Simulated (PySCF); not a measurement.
Species: C3H7BO2.
InChI=1S/C3H7BO2/c1-2-3-4(5)6/h2-3,5-6H,1H3/b3-2+

Torsions of this conformer, `[CH3:1]/[CH:2]=[CH:3]/[B:4]([OH:5])[OH:6]`: C2–C3–B4–O5 180°, H–O5–B4–C3 0°, H–O6–B4–C3 180°.

The closed-shell ground state was solved at several levels (PySCF, density fitting, gas phase, non-relativistic). One conformer (not necessarily the lowest) at the GFN2-xTB geometry, without solvent, vibrations or thermal averaging.

```csv
level,basis functions,total energy (Eh),HOMO (eV),LUMO (eV),gap (eV),dipole (D)
PBE0/pcSseg-1,137,-293.5615,-7.41,-0.31,7.10,1.23
B3LYP/pcJ-1,232,-293.9581,-7.15,-0.50,6.65,1.24
```

**Question.** What might PBE0/def2-SVPD (182 basis functions) give for the same quantities?

**Answer.** Total energy -293.3988 Eh, HOMO -7.48 eV, LUMO -0.44 eV, gap 7.04 eV, dipole 1.23 D.

**Question.** Over all these levels, which gives the widest orbital gap and which the narrowest?

**Answer.** PBE0/pcSseg-1 (global hybrid, 25 % exact exchange) has the widest, 7.10 eV, and B3LYP/pcJ-1 (global hybrid, 20 % exact exchange) the narrowest, 6.65 eV. Functional and basis both differ between the two, so the spread mixes both effects.

**Question.** How far do the dipole and the HOMO energy spread over the levels?

**Answer.** The dipole runs from 1.23 to 1.24 D (mean 1.23 D) and the HOMO from -7.48 to -7.15 eV.
